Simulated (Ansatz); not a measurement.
## A barrier at the coupled-cluster level

Start structure (AlNH$_{6}$OF$_{2}$, singlet), relaxed at PBE0-D4/def2-TZVP:

```xyz
11
angstrom
Al -0.7870 0.6027 -1.0390
H 0.7549 0.8857 -1.3477
F -1.4613 -0.6573 -1.8951
F -1.7392 1.9510 -0.8273
H 0.1190 -0.5085 1.0401
N -0.8233 -0.1789 0.7983
H 1.8773 0.0098 -0.1767
O 1.9871 -0.4877 0.6489
H -1.4648 -0.9652 0.8289
H -1.1215 0.4997 1.4915
H 2.6588 -1.1512 0.4780
```

The step: AlHF₂ ([F][AlH][F]) + H₂O + NH₃ → AlNH₂F₂ ([NH2][Al]([F])[F]) + H₂O + H₂; bonds formed: H2–H7, H5–O8; dative contacts that become bonds: Al1–N6; bonds broken: Al1–H2, H5–N6, H7–O8. Program: Ansatz 0.2.0. Basis: def2-TZVPP and def2-QZVPP. Cores are frozen in the correlated methods. Extrapolation: Hartree–Fock as exp(−7.88 √X), correlation as X^−2.97. Energies below are by CCSD(T) at an estimated basis limit (MP2 extrapolated from triple and quadruple zeta, plus CCSD(T) − MP2 in triple zeta).

Question: What are the electronic barrier and the energy of the step, from the start structure to the end structure? (To be estimated.)

Answer: By the calculation: Barrier 130.6 kJ/mol; step energy 81.7 kJ/mol (uphill); reverse barrier, their difference, 49.0 kJ/mol. Barrier and step energy count from the start structure, the reverse barrier from the end structure.

The saddle point: One imaginary mode of 879i cm⁻¹.
```json
{"pair": "Al1–N6", "start (Å)": "2.00", "saddle (Å)": "1.86", "end (Å)": "1.79"}
{"pair": "H2–H7", "start (Å)": "1.84", "saddle (Å)": "0.96", "end (Å)": "0.77"}
{"pair": "H5–O8", "start (Å)": "1.91", "saddle (Å)": "1.08", "end (Å)": "0.98"}
{"pair": "Al1–H2", "start (Å)": "1.60", "saddle (Å)": "1.75", "end (Å)": "2.02"}
{"pair": "H5–N6", "start (Å)": "1.03", "saddle (Å)": "1.49", "end (Å)": "1.96"}
{"pair": "H7–O8", "start (Å)": "0.97", "saddle (Å)": "1.30", "end (Å)": "2.04"}
```

Zero-point energy (harmonic, PBE0-D4): ZPE is 200.1 kJ/mol at the start and 185.7 kJ/mol at the saddle, so the barrier goes from 130.6 to 116.2 kJ/mol.

T1 diagnostic: at most 0.012.

The step is the kind of exchange with an N–H group that builds nitride films in atomic layer and chemical vapour deposition.

Labels in which every atom is bracketed show which atoms are joined, not bond orders.

For scale, one of the runs: CCSD(T)/def2-TZVPP, 250 basis functions, launched by `ansatz run in.yaml --threads 8 --pin off --events-out ev --progress --plain --max-ram 19148MiB`. Time: 35 s of wall clock on 8 CPU threads of an Intel Xeon 6975P-C; the host was shared. Peak host memory: 6.1 GiB.
